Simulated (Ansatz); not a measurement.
Consider the germylene formation by 1,1-elimination: `[OH][Ge]([OH])([SiH3])[Cl]` → `[OH][Ge][Cl]` + silanol.

Computed with Ansatz on PBE0-D4/def2-TZVP structures; ΔE is electronic, products minus reactants. CCSD(T)/CBS adds triple-zeta CCSD(T) − MP2 to the extrapolated MP2 energy (def2 sets, frozen cores). DFT in def2-TZVPP. B3LYP here is the variant with VWN-RPA as its local correlation; programs differ in this. HSE06 is defined as in plane-wave codes. For Ge outer-core shells are correlated without core-valence functions, which leaves a few kJ/mol of doubt a bond. Scalar relativity is left out up to krypton. One conformer a species, not always the lowest.

| level | ΔE (kJ/mol) | difference from CCSD(T)/CBS |
| --- | --- | --- |
| revPBE-D4 | 10.1 | -3.3 |
| r2SCAN-D4 | 24.2 | 10.8 |
| PBE0-D4 | 27.5 | 14.1 |
| B3LYP-D4 | -3.3 | -16.7 |
| BHLYP-D4 | 11.3 | -2.1 |
| CAM-B3LYP-D4 | 4.9 | -8.5 |
| PBE-QIDH | 35.3 | 21.9 |
| revPBE | -10.0 | -23.4 |
| BLYP | -37.5 | -50.9 |
| HSE06 | 18.3 | 4.9 |
| CAM-B3LYP | -5.3 | -18.7 |
| LC-ωPBE | 30.7 | 17.3 |
| CCSD/def2-SVP | 26.1 | 12.7 |
| HF/def2-TZVPP | -3.6 | -17.0 |
| SCS-MP2/def2-QZVPP | 12.4 | -1.0 |
| HF/CBS(def2) | -6.5 | -19.9 |
| CCSD(T)/CBS | 13.4 | 0 |

Largest T1 diagnostic among the species: 0.014.

From r2SCAN to r2SCAN0 (25 % exact exchange), in def2-TZVPP and without D4, ΔE moves by +5.1 kJ/mol. Leaving LDA and LC-ωPBE aside and taking each functional with its dispersion term where it has one, the values, not all of them listed here, spread over 52.0 kJ/mol, from BLYP-D4 to PBE-QIDH. LDA lies +33.7 kJ/mol from PBE without D4.
